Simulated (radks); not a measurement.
Results of a calculation; reference values are marked as such.
Ionisation ladder of technetium, from Tc I to Tc IV. Each ion is in the ground configuration listed by NIST, and IE = E(next ion) - E(this ion). Level of theory: Dirac Kohn-Sham, BLYP, spin-unpolarised, spherical densities, point nucleus; open shells fill j = l - 1/2 first (a radial shooting solver on a logarithmic mesh with Libxc functionals).

| species | configuration | E (hartree) | IE, Delta-SCF (eV) | -e(HOMO) (eV) | HOMO | <r> HOMO (bohr) | IE, NIST (eV) | kind | error (eV) |
|---|---|---|---|---|---|---|---|---|---|
| Tc I | [Kr] 4d5 5s2 | -4286.83970 | 8.105 | 4.941 | 5s1/2 | 3.31 | 7.119 | exp. | +0.985 |
| Tc II | [Kr] 4d5 5s1 | -4286.54185 | 14.946 | 11.409 | 5s1/2 | 3.04 | 15.260 | semi-emp. | -0.314 |
| Tc III | [Kr] 4d5 | -4285.99258 | 28.389 | 22.217 | 4d5/2 | 1.64 | 29.550 | semi-emp. | -1.161 |
| Tc IV | [Kr] 4d4 | -4284.94930 | 42.042 | 35.148 | 4d3/2 | 1.52 | 41 | theory | +1.042 |

Reference values: NIST Atomic Spectra Database (exp. = measured, semi-emp. = semi-empirical, theory = theoretical value adopted there). The ionisation energy per charge of the ion left behind rises most, in proportion, at Tc III ([Kr] 4d5), from 7.473 to 9.463 eV. Against the entries that are not theoretical the mean signed error is +2.6 % and the largest +13.8 %. Spin polarisation and multiplet splitting are left out, so open shells lie too high by an amount that depends on their filling.

Beside tabulated values, note that spin-unpolarised runs miss the spin-polarisation part of the exchange energy of open shells.
